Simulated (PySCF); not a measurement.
FH7OSi3, SMILES O[Si@@H](F)[SiH2][SiH3]. Atoms are numbered in the order given.

```xyz
12

O     -1.0467     1.5448    -0.5045
Si    -1.3401     0.2209     0.4520
F     -2.1408    -0.9094    -0.4108
Si     0.7955    -0.5799     0.9568
Si     2.1401    -0.0117    -0.8808
H     -1.7953     2.0891    -0.7789
H     -2.2467     0.5643     1.5876
H      1.3107     0.0765     2.2007
H      0.7562    -2.0590     1.1784
H      2.2819     1.4728    -0.9465
H      3.4991    -0.6246    -0.7630
H      1.4990    -0.5030    -2.1373
```

Geometry: r2SCAN-D4/def2-SVP. The structure was generated by enumeration; whether it is a known compound was not checked. One conformer was computed; it need not be the lowest.

Level of theory: PySCF with PBE/pcSseg-1.

GIAO shieldings, no solvent; atoms alike by connectivity are averaged. δ = σ(ref) − σ: ¹⁷O against H2O (σ = 334.3 ppm); ²⁹Si against TMS (σ = 335.4 ppm); ¹⁹F against CFCl3 (σ = 133.6 ppm); ¹H against TMS (σ = 31.49 ppm), references at their B3LYP-D3(BJ)/def2-TZVP geometries, non-relativistic.

```tsv
atoms	nucleus	count	δ (ppm)
O1	¹⁷O	1	84.0
Si2	²⁹Si	1	11.3
Si5	²⁹Si	1	-111.0
Si4	²⁹Si	1	-119.4
F3	¹⁹F	1	[?]
H7	¹H	1	6.34
H10, H11, H12	¹H	3	[?]
H8, H9	¹H	2	[?]
H6	¹H	1	[?]
```

Q: Some entries are withheld; supply them. (Estimate from the structure and the level; the computed values follow.)

A: 
- H8, H9, δ (ppm): 3.65
- H10, H11, H12, δ (ppm): 4.05
- F3, δ (ppm): -163.2
- H6, δ (ppm): 2.93
